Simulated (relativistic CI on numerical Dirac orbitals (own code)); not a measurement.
**Electric-dipole lines of Lu⁵⁰⁺**

These numbers are calculated, not measured: Dirac-Coulomb-Breit CI, orbitals from a KLI potential per configuration, model QED (radiative potential, 1s self-energy scaled to tabulated hydrogen-like ionisation energies), unscaled Slater integrals (own radial code, finite nucleus).

Configuration list (outside the closed core [Ne]): 3s²3p⁶3d³, 3s²3p⁵3d⁴, 3s3p⁶3d⁴, 3s²3p⁶3d²4s, 3s²3p⁶3d²4p, 3s²3p⁶3d²4d, 3s²3p⁵3d³4s, 3s²3p⁶3d²4f, 3s²3p⁵3d³4p, 3s3p⁶3d³4s, 3p⁶3d⁴4p, 3s3p⁶3d³4p, 3s²3p⁶3d4s4p, 3s²3p⁶3d²5s, 3s3p⁶3d³4d, 3s²3p⁶3d²5p, 3s²3p⁶3d4p4d, 3s²3p⁶3d²5f, 3s3p⁶3d²4s4p, 3p⁶3d⁵, 3p⁵3d⁶, 3p⁵3d⁵4s, 3p⁶3d⁴4s, 3p⁵3d⁴4s², 3s²3p⁶3d4s², 3s²3p⁶4s²4p, 3s²3p⁶4s²4d, 3s²3p⁶3d4p², 3s²3p⁶4s4p², 3s²3p⁶4p³, 3s²3p⁶4p²4d, 3s²3p⁵3d4s4p². Double excitations out of closed p, d and f shells are left out; levels of such configurations are missing from the list, as are those of other unlisted configurations, and high levels can miss mixing partners. These lack a partner that the ground configuration has and come out too high: 3s²3p⁵3d³4p.

```tsv
λ vac (nm)	Lower	Upper	A (s⁻¹)	log gf	S velocity/length
2.0608	3s²3p⁶3d³ ²G7/2 [4]	3s²3p⁵3d⁴ ⁴D°5/2 [150]	2.25e+12	-0.07	0.77
2.0821	3s²3p⁶3d³ ²H9/2 [5]	3s²3p⁵3d⁴ ²G°7/2 [144]	3.48e+12	0.26	0.76
2.0946	3s²3p⁶3d³ ⁴F9/2 [9]	3s²3p⁵3d⁴ ⁴D°7/2 [164]	2.69e+12	0.15	0.76
2.0988	3s²3p⁶3d³ ⁴F7/2 [8]	3s²3p⁵3d⁴ ²F°5/2 [160]	2.73e+12	0.03	0.76
2.1061	3s²3p⁶3d³ ²H11/2 [12]	3s²3p⁵3d⁴ ²G°9/2 [166]	3.48e+12	0.36	0.76
2.1247	3s²3p⁶3d³ ⁴F3/2 [1]	3s²3p⁵3d⁴ ⁴D°1/2 [137]	5.76e+12	-0.11	0.76
2.1305	3s²3p⁶3d³ ²G9/2 [17]	3s²3p⁵3d⁴ ²F°7/2 [188]	3.75e+12	0.31	0.76
2.1359	3s²3p⁶3d³ ²H11/2 [12]	3s²3p⁵3d⁴ ²H°11/2 [163]	3.95e+12	0.51	0.77
2.1474	3s²3p⁶3d³ ²D5/2 [7]	3s²3p⁵3d⁴ ⁴D°5/2 [150]	2.37e+12	-0.01	0.76
2.1605	3s²3p⁶3d³ ²G9/2 [17]	3s²3p⁵3d⁴ ²H°11/2 [186]	2.43e+12	0.31	0.77
2.1987	3s²3p⁶3d³ ²G7/2 [4]	3s²3p⁵3d⁴ ²G°7/2 [142]	1.52e+12	-0.06	0.76
2.2033	3s²3p⁶3d³ ²H9/2 [5]	3s²3p⁵3d⁴ ²H°9/2 [141]	2.28e+12	0.22	0.76
3.2440	3s²3p⁶3d³ ²H11/2 [12]	3s²3p⁵3d⁴ ²G°9/2 [122]	1.23e+12	0.29	0.66
3.2477	3s²3p⁶3d³ ⁴F5/2 [2]	3s²3p⁵3d⁴ ⁴F°5/2 [73]	6.86e+11	-0.19	0.68
3.2496	3s²3p⁶3d³ ⁴F3/2 [1]	3s²3p⁵3d⁴ ⁴F°3/2 [40]	1.30e+12	-0.09	0.67
3.3011	3s²3p⁶3d³ ²H9/2 [5]	3s²3p⁵3d⁴ ²H°9/2 [78]	8.85e+11	0.16	0.67
3.3143	3s²3p⁶3d³ ²G7/2 [4]	3s²3p⁵3d⁴ ⁴G°7/2 [74]	1.07e+12	0.15	0.67
3.3352	3s²3p⁶3d³ ⁴F3/2 [1]	3s²3p⁵3d⁴ ⁴G°5/2 [34]	1.16e+12	0.06	0.67
3.3495	3s²3p⁶3d³ ⁴F9/2 [9]	3s²3p⁵3d⁴ ²H°9/2 [109]	9.05e+11	0.18	0.67
3.3878	3s²3p⁶3d³ ²H11/2 [12]	3s²3p⁵3d⁴ ²H°11/2 [113]	8.68e+11	0.25	0.67
```

Terms are leading LS components. Brackets give the number of a level in order of energy, since labels repeat. The list gives strong lines, with weight on those to low levels, among the lowest 400 of 3779 levels, so that lines to higher ones, which can be the strongest, are missing. Levels whose partners in the same complex of configurations lie outside the list can be far off, and so can their lines. Rates are taken at the computed energies, electric ones in the length gauge. A velocity-to-length ratio far from 1 marks an uncertain rate.

At this charge energies of transitions that change n are usually good to better than 1 %, and those within a shell (Δn = 0) to a few per cent.

LS names give the leading component of a level, which can be under half, so a name can repeat, a term be missing and a line seem to break the LS rules.
